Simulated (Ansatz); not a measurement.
`NB[SiH2]O` + `BCC=N` → `BC[SiH2]O` + `N=CBN`  (redistribution)

Program: Ansatz. Geometries: PBE0-D4/def2-TZVP. ΔE: electronic, gas phase. CCSD(T)/CBS adds triple-zeta CCSD(T) − MP2 to the extrapolated MP2 energy (def2 sets, frozen cores). DFT in def2-TZVPP. B3LYP here is the variant with VWN-RPA as its local correlation; programs differ in this. Each species was taken in one conformer, which may not be the lowest.

| level | ΔE (eV) |
| --- | --- |
| PBE-D4 | -0.59 |
| B3LYP-D4 | -0.67 |
| BHLYP | -0.68 |
| HF/CBS(def2) | -0.69 |

(1) What does CCSD(T)/CBS give? (Estimate.)

(2) What do rigid-rotor, harmonic-oscillator terms from PBE0-D4/def2-TZVP frequencies (298.15 K, 1 bar) make of the CCSD(T)/CBS value? (Best estimate.)

Largest T1 diagnostic among the species: 0.013.

Results:

(1) Computed: -0.71 eV. The listed levels differ from it by 0.12, 0.04, 0.03, 0.02 eV.

(2) Ansatz gave: ΔZPE = 0.00 eV, ΔH = -0.70 eV, ΔS = -1 J/(mol·K), ΔG = -0.70 eV.

Leaving LDA and LC-ωPBE aside and taking each functional with its dispersion term where it has one, the values, not all of them listed here, spread over 0.12 eV, from ωB97M-V to PBE-D4. From BLYP to BHLYP (50 % exact exchange), in def2-TZVPP and without D4, ΔE moves by −0.04 eV.
